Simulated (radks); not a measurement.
Isoelectronic series with 54 electrons, each ion in its NIST ground configuration. Calculated with a radial shooting solver on a logarithmic mesh with Libxc functionals: scalar-relativistic Kohn-Sham, PBE, spin-unpolarised, spherical densities, point nucleus. Total energies (hartree) and orbital eigenvalues (hartree) (* marks an orbital that is empty in some or all of the ions):

ion            configuration  E (hartree)        5p*        5s*
Xe                      [Xe]  -7447.30127   -0.30261   -0.72551
Ba2+                    [Xe]   -8135.0009   -1.13582   -1.68980
Ce4+                    [Xe]   -8857.7336   -2.20733   -2.89864
Nd6+   [Kr] 4d10 4f2 5s2 5p4   -9615.4671   -3.32332   -4.12184
Sm8+   [Kr] 4d10 4f4 5s2 5p2  -10410.3568   -4.56616   -5.47886
Gd10+  [Kr] 4d10 4f5 5s2 5p1  -11243.1030   -6.04197   -7.09491
Dy12+      [Kr] 4d10 4f6 5s2  -12114.0308   -7.67093   -8.87411
Er14+      [Kr] 4d10 4f7 5s1  -13022.5280   -9.48027  -10.84716
Yb16+          [Kr] 4d10 4f8  -13970.4036  -11.44397  -12.98747
Hf18+          [Kr] 4d10 4f8  -14957.9936  -13.70558  -15.45769
W20+           [Kr] 4d10 4f8  -15985.5528  -16.14868  -18.12646
Os22+          [Kr] 4d10 4f8  -17053.8274  -18.77237  -20.99467
Pt24+          [Kr] 4d10 4f8  -18163.6287  -21.57628  -24.06401
Hg26+          [Kr] 4d10 4f8  -19315.8374  -24.56044  -27.33682
